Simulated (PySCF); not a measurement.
BH4O2P.
Bonds: O1–B2, B2–O3, B2–P4. Hydrogens: H5 on O1; H6 on O3; H7, H8 on P4.

The calculation used PySCF 2.14.0, PBE0-D3(BJ)/def2-SVP geometry optimisation, gas phase.

Problem. List the bond lengths, angles and torsions at this level.

Solution. 
```
        bond  length (Å)
O1–B2, B2–O3       1.359
       B2–P4       1.945
O1–H5, O3–H6       0.963
P4–H7, P4–H8       1.426
```

Bonds in one row agree within 0.01 Å and their mean is given. A selection of angles:
```
   angle  degrees
B2–O1–H5    111.4
O1–B2–O3    118.5
O1–B2–P4    117.3
O3–B2–P4    124.0
B2–O3–H6    114.2
B2–P4–H7     95.7
H7–P4–H8     94.8
```

Torsions: H5–O1–B2–O3 -1° (synperiplanar); H6–O3–B2–O1 180° (antiperiplanar). The mirror-image conformer, all signs reversed, is as good.

The 4 heavy atoms lie in one plane (0.015 Å rms). P4 (three-coordinate phosphorus) is pyramidal (angles 96.3°, 95.7° and 94.8°, sum 286.8°, 0.81 Å off the plane of its three neighbours). O1 (boron-bound oxygen) is bent (angle 111.4°). B2 (three-coordinate boron) is planar (angles 124.0°, 118.5° and 117.3°, sum 359.8°, 0.03 Å off the plane of its three neighbours).

PBE0-D3(BJ)/def2-SVP frequencies: not computed here. The numbers are those of one conformer (H–O1–B2–O3 -1°, O1–B2–O3–H 180°, O1–B2–P4–H 46° and 141°).
